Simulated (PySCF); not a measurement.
## Highest orbital energy against ionisation energy along group 13

Calculated with PySCF 2.14, no spin-orbit coupling. Each cell gives −ε(HOMO) / ΔSCF in eV; NIST values include spin-orbit coupling, (s) semi-empirical, (t) theoretical.

```tsv
species	UHF	LDA	PBE	PBE0	r2SCAN	NIST (lowest levels)
B⁺ (ANO-RCC-VTZP, spin-free X2C)	23.783 / 23.455	19.406 / 24.559	19.504 / 24.616	20.793 / 24.572	19.725 / 24.264	25.155
Al⁺ (ANO-RCC-VTZP, spin-free X2C)	17.780 / 17.553	14.903 / 18.916	14.799 / 18.788	15.756 / 18.684	14.948 / 18.404	18.829
Ga⁺ (ANO-RCC-VTZP, spin-free X2C)	19.036 / 18.771	16.684 / 21.191	16.348 / 20.807	17.223 / 20.457	16.613 / 20.538	20.515
In⁺ (ANO-RCC-VTZP, spin-free X2C)	17.292 / 17.022	15.320 / 19.416	14.925 / 18.973	15.730 / 18.659	15.113 / 18.693	18.870
Tl⁺ (ANO-RCC-VTZP, spin-free X2C)	18.719 / 18.365	16.659 / 20.960	16.274 / 20.516	17.122 / 20.185	16.506 / 20.359	20.428
```

**Question.** How far is −ε(HOMO) from ΔSCF on average for each method, and why?

**Answer.** UHF 0.29 eV; LDA -4.41 eV; PBE -4.37 eV; PBE0 -3.19 eV; r2SCAN -3.87 eV. Hartree-Fock orbital energies lack relaxation and so exceed the ΔSCF value; semilocal functionals have convex E(N) from self-interaction, so their HOMO lies far too high; exact exchange moves hybrids part of the way back.
